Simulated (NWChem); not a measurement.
System: C₂H₈Si₂; SMILES C=C([SiH3])[SiH3]

Input file for NWChem:

```
start job
memory heap 200 mb stack 900 mb global 1100 mb
geometry units angstroms noautoz
  C      0.000000     0.000000     1.782626
  C      0.000000     0.000000     0.436015
  Si    -1.638823     0.000000    -0.485092
  Si     1.638823     0.000000    -0.485092
  H      0.919289     0.000000     2.370445
  H     -0.919289     0.000000     2.370445
  H     -1.757168     1.200026    -1.359374
  H     -2.760212     0.000000     0.494377
  H     -1.757168    -1.200026    -1.359374
  H      2.760212     0.000000     0.494377
  H      1.757168    -1.200026    -1.359374
  H      1.757168     1.200026    -1.359374
end
basis spherical
  * library def2-tzvp
end
dft
  xc slater vwn_5
  iterations 150
  semidirect filesize 400000000
  mulliken
end
task dft energy
```

Geometry: optimised at B3LYP/6-31G* (spherical d).

### Question
What results follow from this input? (LDA (Slater exchange, VWN5)/def2-TZVP.) Quantities: energy (Ha); highest occupied level (eV); orbital gap (eV); dipole (D).

### Answer
```
Property                      Result
---------------------------  -------
energy (Ha)                  -656.92
highest occupied level (eV)    -7.14
orbital gap (eV)                4.99
dipole (D)                      0.76
```
